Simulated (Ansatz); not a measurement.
CH3Si, SMILES C[Si] (connectivity only; charge and spin as stated), charge +1, multiplicity 1.

Coordinates come from a r2SCAN-D4/def2-TZVP optimisation. The spin state was assumed, not searched. The isomer is the one that the SMILES or the coordinates give; other isomers of the formula were not compared.

Two levels are set side by side: PBE/def2-TZVPD (Ansatz, an electronic-structure program) and PBE0/def2-TZVPD (Ansatz). Energy differences of separate SCF runs at the same geometry; the states with an electron removed or added have multiplicity 2 and 2. Differences are taken from unrounded values.

```csv
quantity,PBE0
vertical ionisation energy (eV),16.94
vertical electron affinity (eV),7.02
vertical singlet–triplet gap (eV),2.32
```

**Question.** What does PBE give, and how far is it from PBE0? (An estimate is asked for; the answer gives what the named calculation found.)

**Answer.** 
```
quantity                             PBE  PBE minus PBE0
---------------------------------  -----  --------------
vertical ionisation energy (eV)    16.89           -0.05
vertical electron affinity (eV)     6.95           -0.07
vertical singlet–triplet gap (eV)   2.37            0.05
```

On these quantities the two levels nearly agree.
